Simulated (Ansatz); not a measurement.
**1,2-elimination**

Start structure (TiNH3OF2, closed shell), relaxed at PBE0-D4/def2-TZVP:

Ti1  (-0.002, 0.279, 0.490)
O2  (1.692, -0.202, 0.294)
N3  (-0.937, -0.490, -0.925)
H4  (-0.512, -1.046, -1.653)
F5  (-0.202, 2.033, 0.462)
F6  (-0.693, -0.267, 2.022)
H7  (2.591, 0.118, 0.363)
H8  (-1.937, -0.425, -1.054)
(Å)

The step: TiNH₃OF₂ ([NH2][Ti]([OH])([F])[F]) → TiNHF₂ ([NH][Ti]([F])[F]) + H₂O (still joined by a long Ti–O bond); bonds formed: O2–H4; bonds broken: N3–H4; bonds weakened to dative contacts: Ti1–O2. Program: Ansatz 0.2.0. Basis: def2-TZVPP and def2-QZVPP. Cores are frozen in the correlated methods. Extrapolation: Hartree–Fock as exp(−7.88 √X), correlation as X^−2.97. Energies below are by CCSD(T) at an estimated basis limit (MP2 extrapolated from triple and quadruple zeta, plus CCSD(T) − MP2 in triple zeta).

Question: What are the electronic barrier and the energy of the step, from the start structure to the end structure? (An estimate is asked for; the value comes from the calculation.)

Answer: By the calculation: Barrier 190.9 kJ/mol; step energy 135.9 kJ/mol (uphill); reverse barrier, their difference, 54.9 kJ/mol. Barrier and step energy count from the start structure, the reverse barrier from the end structure.

The saddle point: One imaginary mode of 1399i cm⁻¹.
| pair | start (Å) | saddle (Å) | end (Å) |
| --- | --- | --- | --- |
| O2–H4 | 3.06 | 1.19 | 0.96 |
| Ti1–O2 | 1.77 | 2.01 | 2.11 |
| N3–H4 | 1.01 | 1.42 | 2.81 |

Zero-point energy (harmonic, PBE0-D4): ZPE is 110.0 kJ/mol at the start and 101.6 kJ/mol at the saddle, so the barrier goes from 190.9 to 182.6 kJ/mol.

First-order rate constant out of the start structure at 498 K by transition-state theory, with harmonic vibrational free energies alone and no tunnelling: ΔA‡ = 190.7 kJ/mol, so k = (kB T/h) exp(−ΔA‡/kB T) ≈ 10^-7 s⁻¹ (an order of magnitude at best: rotation, the number of equivalent paths and anharmonicity are left out).

T1 diagnostic: at most 0.026. The T1 diagnostic is large here, which may signal multireference character or strong orbital relaxation, so CCSD(T) is less sure. The restricted Hartree–Fock reference is unstable towards an unrestricted one at one or more of these structures.

Labels in which every atom is bracketed show which atoms are joined, not bond orders.

For scale, one of the runs: CCSD(T)/def2-TZVPP, 230 basis functions, launched by `ansatz run in.yaml --threads 8 --pin off --events-out ev --progress --plain --max-ram 19148MiB`. The run took 84 s on 8 CPU threads of a Oxide Virtual Turin-like (shared host), with 4.6 GiB of host memory at its peak.
